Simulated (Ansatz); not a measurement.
# Pulling the pair apart

The pair of SiH$_{3}$F (SMILES [SiH3]F, atoms 1–5) and SbH$_{3}$ (SMILES [SbH3], atoms 6–9), both closed shells, in one local arrangement (a lower one may exist), relaxed at PBE0-D4/def2-TZVP:

```csv
atom,x (Å),y (Å),z (Å)
Si1,-0.3075,0.2085,-1.7772
F2,1.0995,0.5349,-1.0790
H3,-0.7640,-1.1186,-1.3046
H4,-0.0937,0.2002,-3.2436
H5,-1.2714,1.2659,-1.3942
Sb6,0.9283,0.1369,2.2630
H7,-0.5198,0.6458,1.5107
H8,0.0504,-0.5133,3.5799
H9,0.8780,-1.3603,1.4449
```

SbH$_{3}$ is shifted rigidly along the line between the mean atom positions of the two fragments (negative: closer). Counterpoise interaction energies in kJ/mol. Computed with Ansatz 0.2.0 (basis: def2-TZVPPD); correlated methods freeze the cores. Filled d shells of the heavier atoms are correlated. Core potentials replace the inner electrons of the atoms past krypton. The def2 sets are not built for correlating such inner shells, so the correlated values are less sure here.

| shift (Å) | wB97M-V | MP2 | PBE-D4 |
| --- | --- | --- | --- |
| -0.42 | -4.3 | 0.1 | -3.8 |
| -0.21 | -7.7 | -4.8 | -7.9 |
| 0.00 | -8.0 | -6.2 | -8.9 |
| 0.21 | -7.2 | -6.1 | -8.5 |
| 0.51 | -5.5 | -5.0 | -7.0 |
| 1.06 | -3.1 | -2.9 | -4.2 |
| 2.11 | -1.1 | -1.0 | -1.3 |
| 4.23 | -0.2 | -0.2 | -0.2 |

(1) What does CCSD(T) give at these shifts? (Judge from chemistry; the value comes from the calculation.)

No T1 diagnostic of these runs exceeds 0.014.

Answers

(1) Computed: 0.4, -4.6, -6.1, -6.1, -5.0, -2.9, -1.0, -0.2 kJ/mol. For zero shift, CCSD(T) at an estimated basis limit (MP2 extrapolated from triple and quadruple zeta, plus CCSD(T) − MP2 in triple zeta) gives -7.4 kJ/mol. These are counterpoise interaction energies, counted from the two frozen fragments.

For scale, one of the runs: CCSD(T)/def2-TZVPPD, 246 basis functions, launched by `ansatz run in.yaml --threads 4 --pin off --events-out ev --progress --plain --max-ram 9574MiB`. The run took 99 s on 4 CPU threads of an Intel Xeon Platinum 8259CL (shared host), with 5.3 GiB of host memory at its peak.
